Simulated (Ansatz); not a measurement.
Ta4, relaxed as a triplet with UKS PBE-D4/def2-SVP in Ansatz, starting from the PBE-D4/def2-SVP geometry of the neutral singlet. Force threshold 0.02 eV/Å.

In the def2 sets Ta takes a core potential; there is no spin–orbit coupling. The relaxation made no stability test and no search for a lower SCF solution. At PBE-D4/def2-SVP a singlet of charge 0 lies 0.62 eV below the triplet, each at its own geometry. The structure comes from a short search, and lower isomers may exist.

Start:

```xyz
4

Ta    0.2994    1.1719    1.0034
Ta   -0.7215    0.5722   -1.2735
Ta   -0.9278   -1.0608    0.6953
Ta    1.3499   -0.6832   -0.4252
```

Estimate the energy that the relaxation releases and the steps that it takes.

0.29 eV, in 17 steps; 75 s on 4 threads of Arm Neoverse V1 on a shared host. The force fell under the threshold at step 6, but the optimiser went on and released 0.113 eV more. No frequencies were taken in this run, so the end may be a saddle point.

Does the start keep its bonding and symmetry?

By distances, no bond broke or formed. The bond that changes most is Ta2–Ta4, from 2.57 to 2.84 Å (atoms count from 1). Point group Td at the start, C2v at the end, both within 0.05 Å.

Predict the relaxed structure.


```xyz
4

Ta    0.3219    1.1671    0.9252
Ta   -0.8647    0.6401   -1.2442
Ta   -0.8941   -1.0659    0.6213
Ta    1.4368   -0.7412   -0.3023
```
Bond lengths (bridged metal pairs left out): 6 × Ta–Ta 2.53 to 2.84 Å.
